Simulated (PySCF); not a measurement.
I6In2, SMILES [I][In-]1([I])[I+][In-]([I])([I])[I+]1.

The structure is a stationary point at PBE0-D3(BJ)/def2-SVP. The def2 effective core potentials stand for the cores of I, In; spin–orbit coupling is left out.

Calculation: PySCF with TDA-CAM-B3LYP/def2-SVP.

Vertical excitations. The molecule is in vacuum. State labels are in the subgroup C2v.

Computed lowest excited states:
```json
[
 {"state": "S1", "symmetry": "B1", "energy (eV)": "3.77", "λ (nm)": "329", "f": "0.000", "main pairs": "HOMO→LUMO 61 %, HOMO−1→LUMO+1 36 %"},
 {"state": "S2", "symmetry": "A1", "energy (eV)": "3.79", "λ (nm)": "327", "f": "0.010", "main pairs": "HOMO−1→LUMO 55 %, HOMO→LUMO+1 42 %"},
 {"state": "S3", "symmetry": "A2", "energy (eV)": "3.82", "λ (nm)": "324", "f": "0.000", "main pairs": "HOMO−2→LUMO 64 %, HOMO−5→LUMO+1 33 %"},
 {"state": "S4", "symmetry": "B2", "energy (eV)": "3.86", "λ (nm)": "321", "f": "0.000", "main pairs": "HOMO−5→LUMO 52 %, HOMO−2→LUMO+1 45 %"},
 {"state": "S5", "symmetry": "A2", "energy (eV)": "3.95", "λ (nm)": "314", "f": "0.000", "main pairs": "HOMO−7→LUMO 51 %, HOMO−3→LUMO+1 47 %"},
 {"state": "S6", "symmetry": "B1", "energy (eV)": "4.02", "λ (nm)": "308", "f": "0.131", "main pairs": "HOMO−6→LUMO 54 %, HOMO−4→LUMO+1 40 %"},
 {"state": "T1", "symmetry": "B1", "energy (eV)": "3.43", "λ (nm)": "361", "f": "0", "main pairs": "HOMO→LUMO 53 %, HOMO−1→LUMO+1 42 %"},
 {"state": "T2", "symmetry": "A1", "energy (eV)": "3.44", "λ (nm)": "360", "f": "0", "main pairs": "HOMO−1→LUMO 51 %, HOMO→LUMO+1 43 %"}
]
```
Triplets are in the Tamm–Dancoff approximation.
